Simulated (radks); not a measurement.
Values are calculated unless marked as measured or tabulated.
Species: F II. Configuration: [He] 2s1.5 2p4.5 (fractional occupations, a model configuration). Code: a radial shooting solver on a logarithmic mesh with Libxc functionals. Model: non-relativistic Kohn-Sham, SCAN, spin-polarised, spherical densities, point nucleus; open shells are filled with parallel spins first; meta-GGA in the generalised Kohn-Sham scheme.

Unscreened Slater integrals over Kohn-Sham orbitals (cm^-1). They are taken over the spin-up orbitals.

| integral | value |
|---|---|
| F0(2p,2p) | 211250 |
| F2(2p,2p) | 95796 |
| F0(2p,2s) | 209770 |
| G1(2p,2s) | 127410 |
| F0(2p,1s) | 301920 |
| G1(2p,1s) | 34376 |
| F0(2s,2s) | 209960 |
| F0(2s,1s) | 297840 |
| G0(2s,1s) | 22619 |
| F0(1s,1s) | 1171400 |

Derived for the open shells (J is the average intra-shell exchange parameter used in DFT+U). 2p: J = F2/5 = 19160 cm^-1.
